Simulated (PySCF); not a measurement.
Job for PySCF: D3(BJ) and D4 dispersion corrections on CH5ClS (a complex).

```python
from pyscf import gto
from pyscf.dispersion import dftd3, dftd4

mol = gto.M(
    atom='''
    S    -1.99326862   -0.38723822   -0.43804603
    H    -1.26360320    0.64389455   -0.89302091
    H    -0.90949051   -1.01259155    0.05505483
    C    -0.39339177   -0.15446749    3.08964330
    Cl    0.76797924   -1.18636699    2.18303381
    H    -0.78801258   -0.73788613    3.91567087
    H     0.14386254    0.71507508    3.45527560
    H    -1.18566097    0.13606664    2.40588936
    ''',
    basis='def2-svp',
    charge=0, spin=0, verbose=0, max_memory=1800)
d3, d4 = {}, {}
for xc in ['hf', 'pbe', 'blyp', 'revpbe', 'tpss', 'r2scan', 'b3lyp', 'pbe0', 'bhlyp', 'camb3lyp', 'b2plyp']:
    d3[xc] = float(dftd3.DFTD3Dispersion(mol, xc=xc, version='d3bj', atm=False).get_dispersion()['energy'])
    print(f'D3(BJ) {xc:10s} {d3[xc]:14.8f} Eh')
for xc in ['hf', 'pbe', 'blyp', 'revpbe', 'tpss', 'r2scan', 'b3lyp', 'pbe0', 'bhlyp', 'camb3lyp', 'b2plyp']:
    d4[xc] = float(dftd4.DFTD4Dispersion(mol, xc={'camb3lyp': 'cam-b3lyp'}.get(xc, xc), atm=True).get_dispersion()['energy'])
    print(f'D4     {xc:10s} {d4[xc]:14.8f} Eh')
```

Output:

```
D3(BJ) hf            -0.03586547 Eh
D3(BJ) pbe           -0.00479959 Eh
D3(BJ) blyp          -0.01009249 Eh
D3(BJ) revpbe        -0.01203569 Eh
D3(BJ) tpss          -0.00611072 Eh
D3(BJ) r2scan        -0.00144017 Eh
D3(BJ) b3lyp         -0.00822974 Eh
D3(BJ) pbe0          -0.00422463 Eh
D3(BJ) bhlyp         -0.00631951 Eh
D3(BJ) camb3lyp      -0.00391161 Eh
D3(BJ) b2plyp        -0.00382108 Eh
D4     hf            -0.01408701 Eh
D4     pbe           -0.00413916 Eh
D4     blyp          -0.00895022 Eh
D4     revpbe        -0.01276921 Eh
D4     tpss          -0.00559973 Eh
D4     r2scan        -0.00112355 Eh
D4     b3lyp         -0.00658118 Eh
D4     pbe0          -0.00357046 Eh
D4     bhlyp         -0.00485607 Eh
D4     camb3lyp      -0.00364693 Eh
D4     b2plyp        -0.00295462 Eh
```

The run finished.

Cost: around 0.020 core-seconds (rough).
